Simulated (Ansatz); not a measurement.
Molecule: CH$_{5}$Ge, charge 0, multiplicity 2. It need not be the lowest isomer of its formula. 
Coordinates optimised at B3LYP-D3(BJ)/def2-TZVP (Ansatz, a quantum-chemistry and plane-wave program):
SMILES: [CH2][GeH3]
```xyz
7

Ge     0.2056     0.1820    -0.2140
C     -0.9386    -0.8253     0.9666
H      1.6122     0.3567     0.3997
H      0.3578    -0.5565    -1.5558
H     -0.3881     1.5813    -0.4550
H     -1.5371    -0.3466     1.7316
H     -0.9930    -1.9060     0.9285
```
Charge 0, spin multiplicity 2.

Basis-set convergence of Hartree-Fock and CCSD(T) correlation energies (hartree) with Ansatz. Valence correlation only, unless marked. Open shells are spin-unrestricted. No spin-orbit coupling. The frozen core is the preceding noble-gas configuration, with the filled d and f shells of earlier blocks. Non-relativistic.

| basis | functions | E(HF) | E(corr, CCSD(T)) |
|---|---|---|---|
| def2-SVP | 71 | -2115.79705 | -0.26621 |
| def2-TZVPP | 149 | ? | ? |

Question: Fill in the missing entries.

Answer: 
- def2-TZVPP, E(HF): -2116.10651
- def2-TZVPP, E(corr, CCSD(T)): -0.32149
